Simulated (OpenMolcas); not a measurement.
**Fe³⁺: effect of the basis set**

```json
{
 "Program": "OpenMolcas",
 "Method": "CASSCF",
 "Active space": "5 electrons in 10 orbitals (3d 4d)",
 "State averaging": "2S+1 = 6 even, 1 root; 2S+1 = 4 even, 24 roots; 2S+1 = 2 even, 53 roots",
 "Spin-orbit coupling": "state interaction with AMFI integrals over the reference wave functions, term energies averaged over their components"
}
```

A. ANO-RCC-VTZP [6s5p3d2f1g], DKH2, point nucleus; cost of the order of 80 core-seconds
B. ANO-R2 [6s5p4d2f1g], X2C, finite nucleus; cost about 6 core-minutes
C. ANO-RCC-VQZP [7s6p4d3f2g1h], DKH2, point nucleus; cost of the order of 120 core-seconds

Energies in cm⁻¹ above 3d⁵ ⁶S_5/2, the measured ground level; measured values from Corliss and Sugar, J. Phys. Chem. Ref. Data 11, 135 (1982).

| Level | A | B | C | Measured |
| --- | --- | --- | --- | --- |
| 3d⁵ ⁶S_5/2 | 0.0 | 0.0 | 0.0 | 0.0 |
| 3d⁵ ⁴G_5/2 | 35904 | 36255 | 36411 |  |
| 3d⁵ ⁴G_7/2 | 35945 | 36293 | 36449 |  |
| 3d⁵ ⁴G_9/2 | 35978 | 36324 | 36479 |  |
| 3d⁵ ⁴G_11/2 | 35991 | 36333 | 36488 | 32246 |
| 3d⁵ ⁴P_5/2 | 41085 | 41495 | 41689 | 35254 |
| 3d⁵ ⁴P_3/2 | 41140 | 41551 | 41744 | 35333 |
| 3d⁵ ⁴P_1/2 | 41211 | 41621 | 41813 | 35407 |
| 3d⁵ ⁴D_7/2 | 44676 | 45118 | 45302 | 38779 |
| 3d⁵ ⁴D_1/2 | 44712 | 45158 | 45340 | 38897 |
| 3d⁵ ⁴D_3/2 | 44791 | 45234 | 45415 |  |
| 3d⁵ ⁴D_5/2 | 44825 | 45266 | 45447 |  |
| 3d⁵ ²I_11/2 | 51319 | 51677 | 51909 |  |
| 3d⁵ ²I_13/2 | 51406 | 51758 | 51990 |  |
| 3d⁵ ²D_5/2 [66 %] | 57528 | 57932 | 58210 | 49542 |
| 3d⁵ ²D_3/2 | 58123 | 58544 | 58811 | 50051 |
| 3d⁵ ²F_7/2(1) | 59233 | 59642 | 59916 | 51394 |
| 3d⁵ ⁴F_5/2 [62 %] | 59600 | 60206 | 60463 |  |
| 3d⁵ ⁴F_9/2 | 59670 | 60337 | 60590 | 52621 |
| 3d⁵ ⁴F_7/2 | 59684 | 60352 | 60604 | 52695 |
| 3d⁵ ⁴F_3/2 | 59865 | 60514 | 60763 |  |
| 3d⁵ ²H_9/2 | 62674 | 63150 | 63437 | 56058 |
| 3d⁵ ²H_11/2 | 62928 | 63395 | 63679 | 56369 |
| 3d⁵ ²G_7/2 | 65138 | 65610 | 65883 | 57408 |

Deviations, from unrounded energies. A percentage is the sum of absolute deviations over the sum of measured energies, with the sign that they share, or ± where signs differ.

| Against measurement | Levels | A | B | C |
| --- | --- | --- | --- | --- |
| mean absolute deviation (cm-1) | 14 | 6600 | 7000 | 7200 |
| other terms of the ground configuration (%) | 14 | +14.3 | +15.3 | +15.8 |

A lies closest to measurement on these levels and C furthest from it. The largest miss of A in the table is 3d⁵ ²D_3/2, by +8100 cm-1. The ranking rests on the paired levels alone, and a cruder setting can come out closer through cancelling errors.

Among A to C the level of the table that moves most is 3d⁵ ⁴F_7/2, by 920 cm-1 (lowest in A, highest in C).

Without dynamic correlation excited terms often stand tens of per cent too high (terms of higher spin than the ground term too low), and those without a measured partner can miss by more than the paired ones. Active for correlation alone: 4d; no level in the range computed is led by a configuration that fills it, so any true level of that kind is missing. Measured partners are found by configuration, term and J. A level has none where our copy of the source lacks it or the pairing is in doubt (some pairs that miss far off the trend of their configuration count as doubtful), and it then counts in no deviation. Levels of configurations outside the active space are missing. Levels that lie high or do not pair safely by name in every column are left out.

A share in square brackets marks a mixed level and gives the weight of the term that names it, the lowest over the columns. A number in round brackets counts repeated terms of one configuration in the order of the reference energies.
